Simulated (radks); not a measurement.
Fractional charge and spin in the 5s shell of iodine: the spin-up occupation runs from 0 to 1 and the spin-down occupation from 0 to 1; the fullest corner is I, [Kr] 4d10 5p(up 2.5, down 2.5) 5s(up 1, down 1). All-electron calculation, scalar-relativistic Kohn-Sham, BLYP, spin-polarised, spherical densities, finite nucleus; Fermi nuclear charge, rms radius of each element as measured or else 0.836 A^(1/3) + 0.57 fm. Program: a radial shooting solver on a logarithmic mesh with Libxc functionals. Energy (eV) minus the two flat planes that join the four corners (they meet along the diagonal where the two added fractions sum to one electron); zero is where a piecewise linear energy would lie.

\begin{tabular}{lrrrrr}
down \ up & 0 & 0.25 & 0.5 & 0.75 & 1 \\ \hline
0 & 0.000 & -0.957 & -1.269 & -0.946 & 0.000 \\
0.25 & -0.957 & -1.219 & -0.848 & 0.144 & -0.870 \\
0.5 & -1.269 & -0.848 & 0.192 & -0.776 & -1.150 \\
0.75 & -0.946 & 0.144 & -0.776 & -1.104 & -0.854 \\
1 & 0.000 & -0.870 & -1.150 & -0.854 & 0.000 \\
\end{tabular}

Corners above the fullest one (they belong to I+ and the next ion): (up 1, down 0) 21.788 eV, (up 0, down 1) 21.788 eV, (up 0, down 0) 54.033 eV. With half an added electron in each spin the energy lies 0.192 eV from the planes, and with half an added electron in spin up alone -1.269 eV. The planes are only a guide here: the flat-plane condition holds for ground states with one frontier orbital, while this shell lies below other occupied shells, so the corners above the fullest one are inner-hole states and not the ground states of those ions.
